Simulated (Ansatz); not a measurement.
Consider the hydrogenolysis of the Si–F bond: `B[Si](C)(C)F` + H₂ → `B[SiH](C)C` + H–F.

Isolated molecules relaxed with PBE0-D4/def2-TZVP in Ansatz; ΔE leaves out vibrations. CCSD(T)/CBS adds triple-zeta CCSD(T) − MP2 to the extrapolated MP2 energy (def2 sets, frozen cores). This one scheme is used for every species. Functionals use def2-TZVPP. B3LYP here is the variant with VWN-RPA as its local correlation; programs differ in this.

```tsv
level	ΔE (kJ/mol)	difference from CCSD(T)/CBS
PBE-D4	117.5	-5.0
r2SCAN-D4	130.8	8.3
PBE0-D4	116.1	-6.4
B3LYP-D4	127.6	5.1
PBE	115.8	-6.7
r2SCAN	130.4	7.9
PBE0	114.6	-7.9
B3LYP	124.9	2.4
HF/def2-TZVPP	125.0	2.5
MP2/def2-TZVPP	124.7	2.2
SCS-MP2/def2-TZVPP	124.8	2.3
CCSD(T)/def2-TZVPP	120.6	-1.9
HF/def2-QZVPP	126.6	4.1
MP2/def2-QZVPP	126.3	3.8
HF/CBS(def2)	126.8	4.3
MP2/CBS(def2)	126.5	4.0
CCSD(T)/CBS	122.5	0
```

Largest T1 diagnostic among the species: 0.011.
